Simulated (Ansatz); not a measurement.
The cluster MgSe₂, relaxed as a quintet with UKS PBE-D4/def2-TZVP in Ansatz, starting from the PBE-D4/def2-TZVP geometry of the neutral singlet. Force threshold 0.02 eV/Å.

The relaxation made no stability test and no search for a lower SCF solution. At PBE-D4/def2-TZVP a triplet of charge 0 lies 2.16 eV below the quintet, each at its own geometry. The structure comes from a short search, and lower isomers may exist.

Start:

```csv
atom,x (Å),y (Å),z (Å)
Mg1,0.656,-0.492,1.054
Se2,-1.162,0.833,0.266
Se3,0.505,-0.341,-1.320
```

Task: Estimate the energy that the relaxation releases and the steps that it takes.

Result: 0.47 eV, in 5 steps; 6 s on 4 threads of Arm Neoverse V2 on a shared host. No frequencies were taken in this run, so the end may be a saddle point.

Task: Does the start keep its bonding and symmetry?

Result: By distances, no bond broke or formed. The bond that changes most is Mg1–Se3, from 2.38 to 2.69 Å (atoms count from 1). Point group C2v at the start, C2v at the end, both within 0.05 Å.

Task: Predict the relaxed structure.

Result: 
```xyz
3

Mg    0.7584   -0.5680    1.2182
Se   -1.2595    0.9041    0.2281
Se    0.5010   -0.3361   -1.4463
```
Bond lengths: 2 × Mg–Se 2.69 Å; 1 × Se–Se 2.73 Å.
